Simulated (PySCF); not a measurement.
A geometry optimisation, step by step.

Species: C5H9AsO2.
Numbering: `[O:1]=[C:2]([OH:3])[C@@H:4]1[CH2:5][CH2:6][CH2:7][AsH:8]1` (hydrogens: H9 on O3; H10 on C4; H11, H12 on C5; H13, H14 on C6; H15, H16 on C7; H17 on As8)

Computed by this run: PBE0-D3(BJ)/def2-SVP geometry optimisation, gas phase (PySCF 2.14.0); density fitting, grid level 1; the optimiser is geomeTRIC in internal coordinates, started from a GFN2-xTB structure with every atom displaced at random (about 0.01 Å). 4 of its 10 geometries are shown. The frame can shift and turn from step to step; on so coarse a grid that alone can change the energy by a few meV, and forces under 0.02 eV/Å are noise.

Step 0: E = -70235.7480 eV, largest atomic force 3.146 eV/Å
```
atom  x, y, z in Å  |  force x, y, z in eV/Å
O1      3.251   -0.275    0.487   -2.011   0.325  -0.999
C2      2.118   -0.096    0.037    3.138  -0.223  -0.060
O3      1.893    0.179   -1.276    0.393  -0.262   0.359
C4      0.884   -0.077    0.801   -1.652  -0.330   0.297
C5     -0.186   -1.089    0.272   -0.080   0.687   1.270
C6     -1.578   -0.514    0.541    0.173  -0.188  -0.132
C7     -1.596    0.871   -0.072   -0.413   0.288   0.323
As8     0.090    1.768    0.502   -0.396  -0.076   0.037
H9      2.757    0.211   -1.720   -0.117  -0.050   0.169
H10     1.071   -0.248    1.871    0.200   0.128  -0.176
H11    -0.057   -2.057    0.769    0.116  -0.190  -0.054
H12    -0.045   -1.205   -0.788    0.081  -0.226  -0.861
H13    -2.372   -1.157    0.108    0.157   0.068   0.107
H14    -1.759   -0.448    1.629    0.002  -0.062  -0.058
H15    -1.606    0.792   -1.164    0.090   0.128  -0.259
H16    -2.489    1.456    0.231    0.331  -0.036  -0.102
H17    -0.393    1.902    1.941   -0.011   0.016   0.139
```

Step 3: E = -70235.9079 eV, largest atomic force 0.320 eV/Å
```
atom  x, y, z in Å  |  force x, y, z in eV/Å
O1      3.251   -0.041    0.591   -0.201   0.101  -0.227
C2      2.168   -0.017    0.061   -0.066  -0.208   0.098
O3      2.005   -0.016   -1.274    0.226   0.044   0.024
C4      0.847    0.001    0.763    0.040   0.081   0.178
C5     -0.157   -1.045    0.263   -0.023  -0.053   0.000
C6     -1.577   -0.555    0.510    0.013   0.040   0.035
C7     -1.679    0.851   -0.067   -0.008  -0.015   0.010
As8    -0.041    1.806    0.507    0.001  -0.002  -0.016
H9      2.896   -0.019   -1.651    0.094   0.013  -0.105
H10     1.067   -0.112    1.832   -0.053   0.002   0.019
H11     0.033   -2.020    0.741   -0.012   0.002   0.009
H12    -0.010   -1.185   -0.818    0.002  -0.008  -0.039
H13    -2.319   -1.242    0.068    0.011   0.017  -0.024
H14    -1.777   -0.526    1.595   -0.021   0.005   0.009
H15    -1.671    0.832   -1.169   -0.009  -0.009   0.003
H16    -2.574    1.404    0.253    0.006  -0.011   0.009
H17    -0.479    1.896    1.968    0.000   0.000   0.018
```

Step 6: E = -70235.9160 eV, largest atomic force 0.059 eV/Å
```
atom  x, y, z in Å  |  force x, y, z in eV/Å
O1      3.245    0.011    0.585    0.030   0.001   0.037
C2      2.168   -0.022    0.049   -0.005   0.050  -0.031
O3      2.041   -0.040   -1.291   -0.027  -0.025   0.005
C4      0.846   -0.006    0.751    0.002  -0.047  -0.015
C5     -0.165   -1.051    0.257    0.003   0.011  -0.014
C6     -1.582   -0.556    0.518   -0.004  -0.011   0.003
C7     -1.688    0.851   -0.052    0.010   0.011  -0.003
As8    -0.039    1.802    0.497    0.001   0.005   0.002
H9      2.940   -0.010   -1.649   -0.008  -0.002   0.009
H10     1.060   -0.114    1.822    0.001  -0.006  -0.002
H11     0.023   -2.026    0.735    0.004   0.002   0.002
H12    -0.027   -1.192   -0.827   -0.003   0.006   0.010
H13    -2.328   -1.236    0.073    0.002  -0.002   0.000
H14    -1.779   -0.533    1.604    0.002  -0.002  -0.002
H15    -1.698    0.833   -1.153   -0.008   0.003   0.001
H16    -2.577    1.404    0.285   -0.001   0.000   0.004
H17    -0.456    1.896    1.965    0.002   0.007  -0.004
```

Step 9: E = -70235.9183 eV, largest atomic force under 0.02 eV/Å
```
atom  x, y, z in Å  |  force x, y, z in eV/Å
O1      3.235    0.144    0.590   -0.002   0.004  -0.006
C2      2.172    0.001    0.044    0.003  -0.013   0.010
O3      2.067   -0.134   -1.290    0.006   0.004  -0.001
C4      0.843   -0.009    0.731   -0.005   0.008   0.007
C5     -0.165   -1.047    0.229    0.000   0.000   0.007
C6     -1.581   -0.565    0.520   -0.001  -0.003  -0.011
C7     -1.706    0.853   -0.018   -0.003  -0.004  -0.002
As8    -0.043    1.802    0.489    0.000  -0.005  -0.003
H9      2.969   -0.074   -1.639    0.001   0.001   0.000
H10     1.050   -0.117    1.803   -0.003  -0.001   0.002
H11     0.034   -2.030    0.687    0.000  -0.005  -0.009
H12    -0.039   -1.169   -0.859    0.001   0.006  -0.002
H13    -2.328   -1.240    0.069   -0.002  -0.003   0.008
H14    -1.763   -0.569    1.609    0.005   0.007   0.002
H15    -1.757    0.857   -1.119    0.002   0.002  -0.001
H16    -2.583    1.397    0.360   -0.001  -0.002  -0.001
H17    -0.421    1.913    1.965    0.000   0.002   0.000
```

Task: Summarise the path.

Result: The energy falls by 0.1703 eV from step 0 to step 9; nine tenths of that is first reached at step 2. It falls at every step. The largest force goes from 3.146 to under 0.02 eV/Å. Among the bonds C2–C4 changes most, from 1.451 to 1.497 Å; the atoms move by 0.185 Å rms after alignment.

Task: Follow the three bonds and two angles with the largest change from start to end.

Result: 
| step | E above end (eV) | largest force (eV/Å) | C2–C4 (Å) | C4–C5 (Å) | O1=C2 (Å) | C2–C4–H10 (°) | As8–C4–H10 (°) |
| --- | --- | --- | --- | --- | --- | --- | --- |
| 0 | 0.1703 | 3.146 | 1.451 | 1.565 | 1.232 | 111.5 | 110.5 |
| 1 | 0.0183 | 0.585 | 1.502 | 1.542 | 1.203 | 107.2 | 107.7 |
| 2 | 0.0124 | 0.379 | 1.499 | 1.537 | 1.204 | 106.6 | 107.6 |
| 3 | 0.0104 | 0.320 | 1.496 | 1.533 | 1.206 | 106.2 | 107.6 |
| 4 | 0.0043 | 0.095 | 1.498 | 1.535 | 1.204 | 106.4 | 107.5 |
| 5 | 0.0033 | 0.055 | 1.498 | 1.535 | 1.203 | 106.4 | 107.3 |
| 6 | 0.0023 | 0.059 | 1.498 | 1.535 | 1.203 | 106.5 | 107.1 |
| 7 | 0.0008 | 0.057 | 1.497 | 1.534 | 1.203 | 106.6 | 106.7 |
| 8 | 0.0003 | 0.030 | 1.497 | 1.533 | 1.204 | 106.5 | 106.6 |
| 9 | 0.0000 | under 0.02 | 1.497 | 1.532 | 1.204 | 106.4 | 106.7 |

What follows is the cost of the whole optimisation. Hardware: one thread, Arm Neoverse V2 (aarch64) (shared host). Cost: 2.3 min wall, 0.75 GiB resident at most.
